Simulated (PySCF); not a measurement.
All values below come from TPSSh-D3(BJ)/def2-TZVP // PBE0-D3(BJ)/def2-SVP (PySCF). Isolated molecules, 0 K electronic values unless said otherwise. One relaxed conformer stands for a flexible species; it need not be the lowest. Excitations are Tamm–Dancoff values on a coarser integration grid. The basis has no diffuse functions, so Rydberg states are missing or too high.

Reference species (SMILES): `[CH3][GeH2][GeH2][CH3]` (C–Ge–Ge–C torsion 179°) (neutral, multiplicity 1).

```json
{
 "T1 excitation (TDA)": "6.12 eV",
 "S1–T1 gap (TDA)": "0.67 eV",
 "S1 excitation (TDA)": "6.79 eV",
 "HOMO": "-7.04 eV"
}
```

Changed species: `[CH3][GeH2][GeH2][GeH2][GeH2][GeH2][CH3]` (n = 5; the reference has n = 2).

Q: Predict the effect on the T1 excitation (TDA), S1–T1 gap (TDA), S1 excitation (TDA) and HOMO.

A: the T1 excitation (TDA) decreases by 1.22 eV, to 4.90 eV; the S1–T1 gap (TDA) increases by 0.22 eV, to 0.89 eV; the S1 excitation (TDA) falls by 1.00 eV, to 5.79 eV; the HOMO rises by 0.53 eV, to -6.51 eV.
